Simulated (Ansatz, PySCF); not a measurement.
Species: sum formula HSiO, charge 0, multiplicity 2. It need not be the lowest isomer of its formula. 
Structure (B3LYP-D3(BJ)/def2-TZVP (Ansatz, an electronic-structure program) minimum search):
```
O
H 1 0.9643
Si 1 1.6565 2 119.73
```
Charge 0, spin multiplicity 2.

Wanted: vertical ionisation energy (to the singlet state of charge +1; each state is the SCF solution reached for its spin), in eV. Cores are frozen in the correlated levels unless marked. UHF or UKS for open shells. No spin-orbit coupling. Non-relativistic. Basis-set limits of correlation are two-point, X^-3; Hartree-Fock from the larger set. [CCSD(T)-MP2]/basis is that difference in the basis named.

```
level                                                          program  vertical ionisation energy (eV)  minus last row
-------------------------------------------------------------  -------  -------------------------------  --------------
B3LYP/def2-TZVPD                                                Ansatz                             7.11            0.07
wB97X-V/def2-TZVPD                                              Ansatz                             7.04            0.00
MP2/def2-TZVPPD                                                 Ansatz                             6.86           -0.18
RI-MP2/def2-QZVPPD                                              Ansatz                             6.90           -0.14
RI-MP2/CBS(aug-cc-pV(T+d)Z,aug-cc-pV(Q+d)Z)                     Ansatz                             6.93           -0.11
SCS-MP2/def2-TZVPPD                                             Ansatz                             6.83           -0.21
CCSD/def2-QZVPPD                                                Ansatz                             7.01           -0.03
CCSD(T)/def2-TZVPPD                                             Ansatz                             6.98           -0.06
RI-MP2/CBS(def2-TZVPPD,def2-QZVPPD)+[CCSD(T)-MP2]/def2-QZVPPD   Ansatz                             7.04            0.00
CCSD(T)/CBS(def2-TZVPPD,def2-QZVPPD)                            Ansatz                             7.04            0.00
```

For comparison, minus the highest occupied orbital energy (PySCF): 4.25 eV at TPSSh/def2-TZVPD, 3.84 eV at TPSS/def2-TZVPD, 5.38 eV at M06-2X/def2-TZVPD.
